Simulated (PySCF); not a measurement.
C7H12.
Z-matrix (Å and degrees, GFN2-xTB geometry), rows numbered from 1:
```
C 
C   1  1.3191
C   2  1.5001  1  124.72
C   3  1.5319  2  110.21  1  -118.95
C   3  1.5174  2  109.78  1   119.69
C   5  1.4986  3  119.72  2  -152.98
C   5  1.4976  3  120.03  2   -82.51
H   1  1.0780  2  121.78  3     0.36
H   1  1.0770  2  122.17  3  -179.79
H   2  1.0825  1  120.25  3   179.68
H   3  1.0949  2  109.11  1     0.52
H   4  1.0875  3  110.17  2   179.72
H   4  1.0877  3  110.48  2    59.49
H   4  1.0881  3  110.44  2   -60.50
H   5  1.0840  3  113.41  2    62.43
H   6  1.0798  5  117.93  7  -107.88
H   6  1.0797  5  118.79  7   108.20
H   7  1.0793  5  118.68  6  -108.21
H   7  1.0793  5  117.95  6   108.09
```

Closed-shell single points with PySCF (density fitting; grid level 2 and gas phase unless stated) on one GFN2-xTB geometry.

Question: Rank these settings by the LUMO energy, lowest first.
A. LC-wPBE/STO-3G, damping 0.1 at the start, DIIS from the seventh cycle
B. PBE0/def2-SVPD
C. PBE0/pcSseg-0, IEF-PCM acetonitrile, grid level 1
D. BLYP/6-31G
E. LDA/6-31G, grid level 1, fitting basis def2-universal-jkfit

Answer: E (-0.20 eV), D (0.17 eV), B (0.43 eV), C (0.69 eV), A (6.36 eV).

Question: Rank these settings by the HOMO–LUMO gap, lowest first.
A. HSE06/pcSseg-0, grid level 1
B. LC-wPBE/STO-3G, damping 0.1 at the start, DIIS from the seventh cycle
C. BHandHLYP/MINI, fitting basis def2-qzvpp-jkfit, energy threshold 1e-06 Eh
D. PBE0/def2-SVPD
E. LDA/6-31G, grid level 1, fitting basis def2-universal-jkfit
F. PBE0/pcSseg-0, IEF-PCM acetonitrile, grid level 1

Answer: E (5.84 eV), A (7.42 eV), D (7.82 eV), F (8.23 eV), C (11.01 eV), B (14.95 eV).

All figures of these runs:

```
                                                                 settings  basis functions  SCF cycles     E (Eh)  HOMO (eV)  LUMO (eV)  dipole (D)
                                                           PBE0/def2-SVPD              236          12  -273.3983      -7.39       0.43        0.36
              LDA/6-31G, grid level 1, fitting basis def2-universal-jkfit               87          10  -271.2515      -6.04      -0.20        0.37
    LC-wPBE/STO-3G, damping 0.1 at the start, DIIS from the seventh cycle               47          10  -270.4695      -8.59       6.36        0.27
                        PBE0/pcSseg-0, IEF-PCM acetonitrile, grid level 1               87           8  -272.9658      -7.54       0.69        0.38
                                                               BLYP/6-31G               87          14  -273.6751      -5.70       0.17        0.37
BHandHLYP/MINI, fitting basis def2-qzvpp-jkfit, energy threshold 1e-06 Eh               47           6  -271.4164     -10.63       0.38        0.27
                                             HSE06/pcSseg-0, grid level 1               87           9  -272.9905      -7.05       0.37        0.27
```

Cycle counts include a coarse-grid stage where the run had one. Geometry: GFN2-xTB, one conformer.
